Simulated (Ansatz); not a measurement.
Wavefunction ladder for ClF2H3O3Si2 (`O[SiH](Cl)O[Si](O)(F)F`)

```
atom   x (Å)   y (Å)   z (Å)
  O1  -0.277   0.940   1.906
 Si2   1.087   0.735   1.055
 Cl3   2.147  -0.880   1.727
  O4   0.754   0.464  -0.526
 Si5  -0.333  -0.333  -1.389
  O6  -1.502  -0.817  -0.374
  F7  -0.907   0.597  -2.522
  F8   0.312  -1.564  -2.128
  H9  -0.990   0.312   1.756
 H10   1.906   1.943   1.185
 H11  -2.196  -1.398  -0.690
```

Total charge 0; spin multiplicity 1. Geometry: relaxed with PBE0-D4/def2-TZVP. It is one conformer, not always the lowest. Frozen core, restricted reference, Ansatz. CBS rows extrapolate triple and quadruple zeta; past MP2 they add the triple-zeta difference.

```
     basis      HF (Eh)  MP2 corr.
  def2-SVP  -1462.31091   -1.22566
def2-TZVPP  -1463.26020   -1.61536
def2-QZVPP  -1463.31362   -1.76241
```

Q: Estimate the CCSD correlation energy and the (T) correction in each basis where they were run (hartree).

A: 
| basis | CCSD corr. | (T) |
| --- | --- | --- |
| def2-SVP | -1.26140 | -0.02363 |
| def2-TZVPP | -1.64369 | -0.05601 |
| CBS(def2) | -1.89967 | as TZ |
